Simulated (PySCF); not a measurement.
Compound: C₂H₆BBrSi.
Numbering: `[CH2:1]=[CH:2][B:3]([SiH3:4])[Br:5]` (hydrogens: H6, H7 on C1; H8 on C2; H9, H10, H11 on Si4)

Computed by this run: PBE0-D3(BJ)/def2-SVP geometry optimisation, gas phase (PySCF); density fitting, grid level 1; the optimiser is geomeTRIC in internal coordinates, started from a GFN2-xTB structure with every atom displaced at random (about 0.01 Å).

Step 1: E = -80744.2114 eV
```
atom  x, y, z in Å  |  force x, y, z in eV/Å
C1     -1.6903   -0.1472    0.1613    0.339  -0.566   0.198
C2     -1.1265    1.0127   -0.2146   -0.080   0.222  -0.059
B3      0.3971    1.2174   -0.2790    0.030   0.099  -0.039
Si4     1.8355   -0.1457    0.1275    0.144   0.008  -0.081
Br5     1.0327    2.9692   -0.7775   -0.011  -0.099   0.035
H6     -1.0741   -1.0289    0.4359   -0.260   0.389  -0.137
H7     -2.7729   -0.2850    0.2244   -0.086   0.017  -0.013
H8     -1.7925    1.8494   -0.4701    0.040  -0.049   0.011
H9      1.3190   -1.5450    0.2768    0.007   0.008   0.011
H10     2.8611   -0.1422   -0.9745   -0.104  -0.011   0.133
H11     2.5225    0.2291    1.4089   -0.020  -0.018  -0.060
```

Step 2: E = -80744.2167 eV
```
atom  x, y, z in Å  |  force x, y, z in eV/Å
C1     -1.6663   -0.1501    0.1601   -0.031  -0.090   0.012
C2     -1.1342    1.0282   -0.2148    0.068  -0.049   0.016
B3      0.3917    1.2268   -0.2823   -0.021   0.070  -0.025
Si4     1.8209   -0.1476    0.1282    0.024   0.009  -0.023
Br5     1.0416    2.9683   -0.7776    0.019  -0.007   0.006
H6     -1.0340   -1.0114    0.4133   -0.049   0.090  -0.022
H7     -2.7478   -0.3116    0.2293   -0.010   0.012  -0.003
H8     -1.8091    1.8574   -0.4631    0.002  -0.028   0.016
H9      1.2940   -1.5412    0.2889    0.006  -0.004   0.008
H10     2.8423   -0.1619   -0.9659   -0.009  -0.005   0.016
H11     2.5124    0.2270    1.4031    0.002   0.002  -0.002
```

Question: Estimate the geometry and energy of step 3. (The exact step hangs on the optimiser's Hessian estimate; all steps are aligned on step 2, rigid shifts and turns removed.)

Answer: E = -80744.2166 eV, largest force 0.177 eV/Å
```
atom  x, y, z in Å  |  force x, y, z in eV/Å
C1     -1.6949   -0.1542    0.1575   -0.020   0.160  -0.071
C2     -1.1290    1.0135   -0.2066   -0.052  -0.040   0.011
B3      0.3972    1.2197   -0.2804   -0.033  -0.078   0.027
Si4     1.8417   -0.1424    0.1264   -0.069  -0.005   0.019
Br5     1.0397    2.9616   -0.7750    0.006   0.026  -0.006
H6     -1.0891   -1.0265    0.4055    0.097  -0.139   0.051
H7     -2.7821   -0.2859    0.2174    0.049   0.021  -0.006
H8     -1.7955    1.8489   -0.4504   -0.020   0.048  -0.004
H9      1.3300   -1.5399    0.3009   -0.009  -0.006   0.005
H10     2.8553   -0.1559   -0.9688    0.040  -0.001  -0.051
H11     2.5382    0.2450    1.3928    0.011   0.014   0.025
```

The energy changes by +0.0001 eV. The first-order estimate −F·Δx gives -0.0053 eV and the mean of the old and new forces, exact on a quadratic surface, +0.0001 eV. The step makes an angle of 74° with the force vector and moves no atom by more than 0.058 Å.

What follows is the cost of the whole optimisation. The run took 40 s wall on one thread, Arm Neoverse V1 (aarch64), no GPU, shared host, and the process peaked at 0.50 GiB of memory.
